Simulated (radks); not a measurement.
Effect of the nuclear size on the tungsten ion W+, [Xe] 4f14 5d4 6s1. Calculated with a radial shooting solver on a logarithmic mesh with Libxc functionals: Dirac Kohn-Sham, BLYP, spin-unpolarised, spherical densities, finite nucleus; open shells are shared between the two j in proportion to 2j + 1; Fermi nuclear charge, rms radius 5.3658 fm. The rms radius is varied about that value; shifts are against it.

| rms radius (fm) | total energy shift (eV) | density at nucleus (e/bohr^3) | 1s1/2 shift (meV) | 2s1/2 shift (meV) | 5s1/2 shift (meV) | 5p1/2 shift (meV) | 6s1/2 shift (meV) | 5d5/2 shift (meV) | 6p1/2 (empty) shift (meV) |
|---|---|---|---|---|---|---|---|---|---|
| 4.5931 | -15.9 | 1.504e+06 | -6440 | -908 | -8.46 | 0.264 | -0.850 | 0.307 | 0.088 |
| 5.0975 | -5.70 | 1.45e+06 | -2310 | -326 | -3.03 | 0.094 | -0.305 | 0.110 | 0.031 |
| 5.3658 | 0 | 1.425e+06 | 0.000 | 0.000 | 0.000 | 0.000 | 0.000 | 0.000 | 0.000 |
| 5.7307 | 8.06 | 1.393e+06 | 3270 | 460 | 4.29 | -0.133 | 0.431 | -0.156 | -0.044 |
| 5.9238 | 12.5 | 1.377e+06 | 5050 | 712 | 6.63 | -0.206 | 0.666 | -0.241 | -0.069 |

Slopes of the eigenvalues against <r^2> in GHz/fm^2, as finite differences over the two radii next to the reference (eigenvalue slopes, not the field-shift constants of lines): 1s1/2 197000, 2s1/2 27700, 5s1/2 258, 5p1/2 -8.02, 6s1/2 26.0, 5d5/2 -9.38, 6p1/2 (empty) -2.67.
